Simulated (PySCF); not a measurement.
The group X on SiH2Cl-X is varied. All species are isolated molecules in the gas phase. One relaxed conformer stands for each flexible species; it need not be the lowest. Strings in code marks are SMILES.

The HOMO–LUMO gap from two functionals at the same geometries (PBE0-D4/def2-TZVP), both in PySCF: PBE-D3(BJ)/def2-TZVP and PBE0-D4/def2-TZVP. 

```
species                                                PBE-D3(BJ)/def2-TZVP (eV)  PBE0-D4/def2-TZVP (eV)
-----------------------------------------------------  -------------------------  ----------------------
X = iodo                                                                    5.05                    7.05
X = amino (`N[SiH2]Cl`)                                                     6.16                    8.44
X = formyl                                                                  2.80                    5.40
X = silyl                                                                   5.60                    7.65
X = mercapto                                                                5.74                    7.93
X = methylthio (`CS[SiH2]Cl` (C–S–Si–Cl torsion 64°))                       5.11                    7.24
X = ethynyl                                                                 5.58                    7.74
X = boryl (`B[SiH2]Cl`)                                                     3.35                    5.58
X = methylsulfinyl                                                          3.86                    6.10
X = isocyano                                                                5.57                    8.24
```

Over these rows, drawn at random from the members with no instability flagged (it was tested for open shells, ions and some series alone), PBE minus PBE0-D4: mean -2.26 eV, from -2.67 eV to -2.00 eV.
